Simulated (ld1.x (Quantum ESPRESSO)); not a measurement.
## What the settings do to the TM potential of potassium

Base potential:

K (Z = 19), norm-conserving Troullier–Martins (Kleinman–Bylander form), made with ld1.x (Quantum ESPRESSO) 7.5 (PBEsol, scalar-relativistic). Core [Ne], reference 3s2 3p6 3d0 4s0 4p0 (charge +1). Waves: 3s (bound): rc 1.75 bohr; 3p (bound): rc 2.10 bohr; 3d (bound, empty): rc 2.35 bohr. Local part: all-electron potential smoothed inside 1.40 bohr (lloc = -1). Core correction: none.

All-electron outer shells of the reference configuration (PBEsol, scalar-relativistic, ld1.x):

```tsv
shell	level (eV)	outermost node (bohr)	outermost maximum (bohr)
2p	-286.02	–	0.26
3s	-41.34	0.48	1.07
3p	-24.83	0.45	1.15
4s	-6.07	1.56	3.51
3d	-3.73	–	1.76
4p	-3.67	1.81	4.45
```

Cutoffs, loose and tight: the cutoffs (Ry, on a coarse ladder) from which the occupation-weighted sum of valence levels, in a spherical-Bessel basis at the reference potential, stays within 10 and 1 mRy of its value at 400 Ry. They do not see the model core or the augmentation charge, which bear on the density cutoff. Test errors are all-electron minus pseudo excitation energies from the reference, over the configurations 3s2 3p6 3d0 4s1 4p0; 3s2 3p6 3d0 4s0.5 4p0; 3s2 3p6 3d0 4s0 4p1; 3s2 3p5 3d0 4s1 4p0; 3s1 3p6 3d0 4s1 4p0; 3s2 3p6 3d0.5 4s0.5 4p0; 3s2 3p6 3d1 4s0 4p0. A dash means not determined; rows that change the core or the reference have their own tests.

```csv
change,outcome,"cutoff, loose","cutoff, tight",bound ghosts,largest test error (meV)
base,generated,30 Ry,55 Ry,none,+213
wave 3s (bound): rc 1.75 bohr becomes 3s (bound): rc 1.68 bohr,generated,30 Ry,55 Ry,none,+192
wave 3s (bound): rc 1.75 bohr becomes 3s (bound): rc 2.04 bohr,generated,25 Ry,45 Ry,none,+373
wave 3s (bound): rc 1.75 bohr becomes 3s (bound): rc 2.54 bohr,generated,25 Ry,35 Ry,none,+657
```

Task: What comes out with this change to the base: wave 3s (bound): rc 1.75 bohr becomes 3s (bound): rc 2.28 bohr?

Result: outcome: generated; cutoff, loose: 25 Ry; cutoff, tight: 40 Ry; bound ghosts: none; largest test error (meV): +539.

Task: What comes out with this change to the base: wave 3s (bound): rc 1.75 bohr becomes 3s (bound): rc 1.52 bohr?

Result: outcome: generated; cutoff, loose: 45 Ry; cutoff, tight: 70 Ry; bound ghosts: none; largest test error (meV): +127.

Task: What comes out with this change to the base: wave 3s (bound): rc 1.75 bohr becomes 3s (bound): rc 1.14 bohr?

Result: outcome: generated; cutoff, loose: 80 Ry; cutoff, tight: 110 Ry; bound ghosts: none; largest test error (meV): +65.

Reading the sweep of the s radius (base included, trends over the rows without a ghost): The loose cutoff falls from 80 Ry at 1.14 to 25 Ry at 2.54 bohr. A larger radius leaves more room for a smooth pseudo-wave, so fewer plane waves are needed; a smaller one forces it to follow the all-electron wave where it bends sharply. The median size of the test errors (rows with all tests solved) rises from 9.2 meV at 1.14 to 118.3 meV at 2.54 bohr. More of the atom is replaced by a form fitted at one configuration, so other configurations suffer as the radius grows.
